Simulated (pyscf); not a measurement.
Single points on ωB97X-D3(BJ)/def2-SVP structures (PySCF, gas phase). Correlated levels are frozen-core, on RHF or UHF. ΔMP2 is the change of the MP2 total energy from the triple- to the quadruple-zeta basis.

Problem. For SbH₃ + germylene (GeH₂) [singlet] -> H₃Ge–SbH₂, an insertion (singlet surface; H–Sb broken, Ge–Sb, Ge–H formed), PBE/def2-TZVP gives ΔE‡ = -13.3 kcal/mol and ΔE = -50.7 kcal/mol (zero: the separated reactants). In which direction and how far do PBE0-D3(BJ)/def2-TZVP, M06-2X/def2-TZVP, CCSD(T)/def2-TZVPP + ΔMP2(QZVPP) move these?

Solution. PBE0-D3(BJ): ΔE‡ = -12.9 kcal/mol, ΔE = -54.8 kcal/mol; M06-2X: ΔE‡ = -7.7 kcal/mol, ΔE = -49.9 kcal/mol; CCSD(T): ΔE‡ = -9.1 kcal/mol, ΔE = -52.7 kcal/mol. PBE's barrier lies under all of them, by 0.5 to 5.6 kcal/mol. Its reaction energy lies among theirs. On the reactant side the descent ends in an adduct with a Ge–Sb contact, 13.6 kcal/mol under the separated species and 1.5 kcal/mol under the saddle at ωB97X-D3(BJ)/def2-TZVP. At PBE, PBE0-D3(BJ), M06-2X, CCSD(T) the saddle lies under the separated reactants, which points to a path from their complex (located at ωB97X-D3(BJ) alone). What is counted as formed (Ge–Sb) is already present as a longer contact in the reactant adduct; forming that adduct is a step of its own. At ωB97X-D3(BJ)/def2-TZVP the barrier from the zero used here is -12.1 kcal/mol. This is the saddle that the search found; another between the same sides may lie lower. The CCSD(T) − MP2 part came from Ansatz, without density fitting, on the same reference. The frozen core leaves the outer d or s,p core shells of the metals and heavy elements correlated in the MP2 and CC values, and def2-TZVPP describes them poorly, which can shift differences by a few kcal/mol. Elements up to Kr have no core potential and no relativistic terms here. Elements past Kr carry the def2 core potentials, without spin-orbit coupling.
